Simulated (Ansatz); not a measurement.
Two isomers of C3H7GeN: A = `N=C1C[CH]1[GeH3]`, B = `[CH]1=NC[CH2][GeH2]1`.

Gas-phase electronic energies from Ansatz, PBE0-D4/def2-TZVP geometries. CBS: MP2 limit from def2 TZ/QZ plus the TZ coupled-cluster correction, frozen cores. DFT in def2-TZVPP. B3LYP here is the variant with VWN-RPA as its local correlation; programs differ in this. For Ge outer-core shells are correlated without core-valence functions, which leaves a few kJ/mol of doubt a bond. Scalar relativity is left out up to krypton. Each species was taken in one conformer, which may not be the lowest.

Which is lower in electronic energy at CCSD(T)/CBS, and by how much? (Best estimate.)

The calculation gave: B, by 129.7 kJ/mol.

Give E(B) − E(A) in kJ/mol with B2PLYP, MP2/def2-TZVPP, PBE-D4, B3LYP, B3LYP-D4, CCSD/def2-TZVPP, HF/def2-TZVPP. (Estimate.)

Computed: B2PLYP -120.6, MP2/def2-TZVPP -125.3, PBE-D4 -114.6, B3LYP -114.5, B3LYP-D4 -118.3, CCSD/def2-TZVPP -125.1, HF/def2-TZVPP -114.6. None reverses the order clearly.

Largest T1 diagnostic: 0.012.

From PBE to PBE0 (25 % exact exchange), in def2-TZVPP and without D4, E(B) − E(A) moves by −3.7 kJ/mol. In def2-TZVPP, CCSD(T) changes the Hartree–Fock value by −12.5 kJ/mol (the triples alone add −2.0 kJ/mol) and MP2 by −10.7 kJ/mol.
